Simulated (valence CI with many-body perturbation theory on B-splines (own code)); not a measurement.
Energy levels of Eu⁵⁷⁺

Calculated by configuration interaction combined with many-body perturbation theory (CI+MBPT): four valence electrons over a frozen Dirac-Fock core [He], a basis of 9 s, 9 p, 8 d, 6 f, 3 g, 1 h functions for each j, with the one-electron correlation potential Σ1, the two-electron term Σ2, the three-electron term Σ3, Breit, model QED; selected CI, second order for the rest, scaled by the run's own slope (own B-spline code, finite nucleus).

No measured spectrum was set against this ion. As an estimate, large intervals hold to a few tenths of a per cent, small ones and those within an open d or f shell to about a per cent.

Levels 1 to 40 of 40, with energies above the lowest level, (2s^2 2p1/2^2) J=0. "Leading %" is the weight of the configuration and term that name the level; weights of strongly mixed levels are sums over their largest components and can fall short, so below about 35 % the name and the second component can differ from the true leading terms, or belong to a minority configuration. In the jj column 3d3/2^4 stands for four electrons in 3d with j = 3/2.

| No. | Configuration | Term | J | E (eV) | Leading % | Second component | g | Leading jj |
| --- | --- | --- | --- | --- | --- | --- | --- | --- |
| 1 | 2s²2p² | ³P | 0 | 0.0 | 69 | 31 % 2s²2p² ¹S |  | 2s^2 2p1/2^2 (100 %) |
| 2 | 2s²2p² | ³P | 1 | 672.9 | 100 |  | 1.477 | 2s^2 2p1/2 2p3/2 (100 %) |
| 3 | 2s²2p² | ¹D | 2 | 690.2 | 64 | 36 % 2s²2p² ³P | 1.150 | 2s^2 2p1/2 2p3/2 (100 %) |
| 4 | 2s2p³ | ³P° | 2 | 907.0 | 47 | 29 % 2s2p³ ⁵S° | 1.526 | 2s 2p1/2^2 2p3/2 (99 %) |
| 5 | 2s2p³ | ³D° | 1 | 979.3 | 33 | 29 % 2s2p³ ¹P° | 1.103 | 2s 2p1/2^2 2p3/2 (99 %) |
| 6 | 2s²2p² | ³P | 2 | 1379.7 | 64 | 35 % 2s²2p² ¹D | 1.297 | 2s^2 2p3/2^2 (99 %) |
| 7 | 2s²2p² | ¹S | 0 | 1429.8 | 68 | 31 % 2s²2p² ³P |  | 2s^2 2p3/2^2 (99 %) |
| 8 | 2s2p³ | ⁵S° | 2 | 1557.3 | 49 | 47 % 2s2p³ ³D° | 1.551 | 2s 2p1/2 2p3/2^2 (99 %) |
| 9 | 2s2p³ | ³D° | 3 | 1597.5 | 100 |  | 1.305 | 2s 2p1/2 2p3/2^2 (100 %) |
| 10 | 2s2p³ | ³P° | 0 | 1645.0 | 100 |  |  | 2s 2p1/2 2p3/2^2 (100 %) |
| 11 | 2s2p³ | ³S° | 1 | 1663.5 | 50 | 42 % 2s2p³ ³D° | 1.300 | 2s 2p1/2 2p3/2^2 (100 %) |
| 12 | 2s2p³ | ¹D° | 2 | 1673.6 | 74 | 21 % 2s2p³ ³D° | 1.058 | 2s 2p1/2 2p3/2^2 (99 %) |
| 13 | 2s2p³ | ³P° | 1 | 1677.0 | 60 | 32 % 2s2p³ ¹P° | 1.319 | 2s 2p1/2 2p3/2^2 (100 %) |
| 14 | 2p⁴ | ³P | 2 | 1922.4 | 68 | 31 % 2p⁴ ¹D | 1.319 | 2p1/2^2 2p3/2^2 (99 %) |
| 15 | 2p⁴ | ¹S | 0 | 1975.8 | 63 | 36 % 2p⁴ ³P |  | 2p1/2^2 2p3/2^2 (99 %) |
| 16 | 2s2p³ | ³P° | 2 | 2315.5 | 51 | 17 % 2s2p³ ⁵S° | 1.427 | 2s 2p3/2^3 (99 %) |
| 17 | 2s2p³ | ¹P° | 1 | 2385.3 | 38 | 25 % 2s2p³ ³S° | 1.176 | 2s 2p3/2^3 (100 %) |
| 18 | 2p⁴ | ³P | 1 | 2607.2 | 100 |  | 1.478 | 2p1/2 2p3/2^3 (100 %) |
| 19 | 2p⁴ | ¹D | 2 | 2624.9 | 69 | 31 % 2p⁴ ³P | 1.128 | 2p1/2 2p3/2^3 (100 %) |
| 20 | 2p⁴ | ³P | 0 | 3337.1 | 64 | 36 % 2p⁴ ¹S |  | 2p3/2^4 (100 %) |
| 21 | 2s²2p3s | ³P° | 0 | 7159.4 | 99 |  |  | 2s^2 2p1/2 3s (99 %) |
| 22 | 2s²2p3s | ³P° | 1 | 7162.6 | 67 | 32 % 2s²2p3s ¹P° | 1.313 | 2s^2 2p1/2 3s (100 %) |
| 23 | 2s²2p3p | ³D | 1 | 7229.4 | 73 | 22 % 2s²2p3p ¹P | 0.644 | 2s^2 2p1/2 3p1/2 (100 %) |
| 24 | 2s²2p3p | ³P | 0 | 7266.7 | 68 | 31 % 2s²2p3p ¹S |  | 2s^2 2p1/2 3p1/2 (99 %) |
| 25 | 2s2p²3s | ⁵P | 1 | 7368.6 | 42 | 29 % 2s2p²3s ³S | 2.008 | 2s 2p1/2^2 3s (94 %) |
| 26 | 2s2p²3s | ³P | 0 | 7401.8 | 69 | 30 % 2s2p²3s ¹S |  | 2s 2p1/2^2 3s (98 %) |
| 27 | 2s2p²3p | ³P° | 1 | 7446.6 | 32 | 22 % 2s2p²3p ⁵D° | 1.366 | 2s 2p1/2^2 3p1/2 (97 %) |
| 28 | 2s²2p3p | ³D | 2 | 7447.3 | 53 | 31 % 2s²2p3p ¹D | 1.152 | 2s^2 2p1/2 3p3/2 (100 %) |
| 29 | 2s2p²3p | ³P° | 0 | 7447.5 | 50 | 44 % 2s2p²3p ⁵D° |  | 2s 2p1/2^2 3p1/2 (99 %) |
| 30 | 2s²2p3p | ³P | 1 | 7450.3 | 46 | 29 % 2s²2p3p ³S | 1.527 | 2s^2 2p1/2 3p3/2 (95 %) |
| 31 | 2s²2p3d | ³F° | 2 | 7501.9 | 74 | 20 % 2s²2p3d ¹D° | 0.748 | 2s^2 2p1/2 3d3/2 (100 %) |
| 32 | 2s²2p3d | ³D° | 1 | 7526.0 | 50 | 31 % 2s²2p3d ¹P° | 0.837 | 2s^2 2p1/2 3d3/2 (98 %) |
| 33 | 2s²2p3d | ³P° | 2 | 7569.0 | 47 | 35 % 2s²2p3d ³D° | 1.282 | 2s^2 2p1/2 3d5/2 (98 %) |
| 34 | 2s²2p3d | ³F° | 3 | 7572.5 | 47 | 31 % 2s²2p3d ¹F° | 1.099 | 2s^2 2p1/2 3d5/2 (100 %) |
| 35 | 2s2p²3p | ³P° | 2 | 7660.8 | 34 | 20 % 2s2p²3p ⁵P° | 1.515 | 2s 2p1/2^2 3p3/2 (98 %) |
| 36 | 2s2p²3p | ³D° | 1 | 7665.5 | 32 | 21 % 2s2p²3p ¹P° | 1.125 | 2s 2p1/2^2 3p3/2 (99 %) |
| 37 | 2s2p²3d | ³D | 1 | 7714.6 | 45 | 38 % 2s2p²3d ⁵F | 0.457 | 2s 2p1/2^2 3d3/2 (99 %) |
| 38 | 2s2p²3d | ³D | 2 | 7720.0 | 30 | 19 % 2s2p²3d ⁵F | 1.134 | 2s 2p1/2^2 3d3/2 (97 %) |
| 39 | 2s2p²3d | ³D | 3 | 7779.3 | 36 | 18 % 2s2p²3d ⁵D | 1.342 | 2s 2p1/2^2 3d5/2 (99 %) |
| 40 | 2s2p²3d | ³F | 2 | 7795.2 | 29 | 22 % 2s2p²3d ¹D | 1.019 | 2s 2p1/2^2 3d5/2 (97 %) |

The ionisation energy to 2s²2p ²P°1/2 of the next ion comes out as 12720 eV (NIST: 12718 ± 6 eV (theoretical)). All 40 levels together are meant to be complete up to 7802.0 eV.
